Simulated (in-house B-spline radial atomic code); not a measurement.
## Tc: [Kr] 4d5 5s2

Level of theory: Dirac-Kohn-Sham B3LYP, spherical fractional occupations, exact exchange averaged over the configuration, Fermi nucleus of rms radius 4.41117 fm; calculated with an all-electron radial atomic-structure program (B-spline basis).

Z_r = [3n² - l(l+1)]/(2<r>); Z_e = n√(-2ε); the last column is Slater's effective charge. Values are occupation-weighted means over j. An effective charge above Z reflects the relativistic contraction of the inner shells.

| shell | electrons | ε (eV) | <r> (bohr) | Z_r | Z_e | Slater |
| --- | --- | --- | --- | --- | --- | --- |
| 1s | 2 | -20922 | 0.03428 | 43.76 | 39.21 | 42.70 |
| 2s | 2 | -3000.3 | 0.1492 | 40.21 | 29.70 | 38.85 |
| 2p | 6 | -2686.2 | 0.1302 | 38.40 | 28.10 | 38.85 |
| 3s | 2 | -529.34 | 0.4148 | 32.55 | 18.71 | 31.75 |
| 3p | 6 | -425.37 | 0.4158 | 30.06 | 16.77 | 31.75 |
| 3d | 10 | -256.14 | 0.3989 | 26.32 | 13.02 | 21.85 |
| 4s | 2 | -76.934 | 1.058 | 22.69 | 9.51 | 15.25 |
| 4p | 6 | -47.797 | 1.173 | 19.60 | 7.50 | 15.25 |
| 4d | 5 | -7.9232 | 1.714 | 12.25 | 3.05 | 5.60 |
| 5s | 2 | -5.584 | 3.33 | 11.26 | 3.20 | 3.60 |

The least bound orbital is 5s1/2 at -5.584 eV, and it is also the most diffuse (<r> = 3.33 bohr). The part-filled 4d shell lies below the filled 5s shell in orbital energy.

Spin-orbit splittings of the orbital energies (j = l + 1/2 above j = l - 1/2 when positive): 2p 118.4 eV, 3p 19.96 eV, 3d 3.827 eV, 4p 3.007 eV, 4d 0.2867 eV.

For the 1s electron the small component carries 2.46 % of the norm, the zero-frequency Breit interaction raises the level by 41.75 eV, self-energy by 22.93 eV, and vacuum polarisation lowers it by 2.694 eV.
